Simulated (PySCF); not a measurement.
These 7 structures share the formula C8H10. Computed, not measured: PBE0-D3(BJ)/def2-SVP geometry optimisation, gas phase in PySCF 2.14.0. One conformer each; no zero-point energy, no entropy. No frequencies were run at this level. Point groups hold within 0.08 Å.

Question: Order them by energy at this level, lowest first, and give relative energies in kcal/mol.
A. `C[C@H]1[C@H]2C=C[C@@H]1C=C2`
B. o-xylene (`CC1=CC=CC=C1C`)
C. `[CH2:1]=[CH:2][C@@H:3]1[C@@H:4]2[CH2:5][C@H:6]3[C@@H:7]2[C@@H:8]13` with C1–C2–C3–C4 -123°
D. m-xylene (`c1c(C)cc(cc1)C`)
E. `[CH3:1][CH2:2][c:3]1[cH:4][cH:5][cH:6][cH:7][cH:8]1` with C1–C2–C3–C4 -89° (ethylbenzene)
F. `[CH2:1]=[C:2]1[CH2:3][CH:4]([C:5]#[C:6][CH3:7])[CH2:8]1` with C1–C2–C3–C4 158°, C2–C3–C4–C5 138°, C3–C4–C8–C2 -15°, C1–C2–C8–C4 -158°
G. `Cc1ccc(C)cc1` (p-xylene)

Answer: B (0.0), D (0.4), G (0.5), E (2.9), A (49.9), C (79.0), F (80.2).

As drawn, the lowest has an aromatic ring, which the highest lacks; the highest has a four-membered ring, a C≡C bond and a C=C bond outside aromatic rings, which the lowest lacks. Neighbours under 2.5 kcal/mol apart (Cc1ccccc1C and Cc1cccc(C)c1; Cc1cccc(C)c1 and Cc1ccc(C)cc1; Cc1ccc(C)cc1 and CCc1ccccc1; C=C[C@@H]1[C@@H]2C[C@H]3[C@@H]2[C@@H]13 and C=C1CC(C#CC)C1) can change places with a better method, another conformer or zero-point energy.

```tsv
SMILES	E (Eh)	E rel (kcal/mol)	dipole (D)	point group	A, B, C (MHz)
Cc1ccccc1C	-310.30027	0.0	0.71	C2v	3181, 2150, 1304
Cc1cccc(C)c1	-310.29966	0.4	0.39	C2	3577, 1764, 1199
Cc1ccc(C)cc1	-310.29953	0.5	0.01	near C2h	5389, 1433, 1148
CCc1ccccc1	-310.29566	2.9	0.37	Cs	4534, 1467, 1216
C[C@H]1[C@H]2C=C[C@@H]1C=C2	-310.22067	49.9	0.12	Cs	3358, 2280, 2168
C=C[C@@H]1[C@@H]2C[C@H]3[C@@H]2[C@@H]13	-310.17440	79.0	0.53	C1	4917, 1601, 1505
C=C1CC(C#CC)C1	-310.17254	80.2	0.66	–	8237, 844.6, 809.9
```
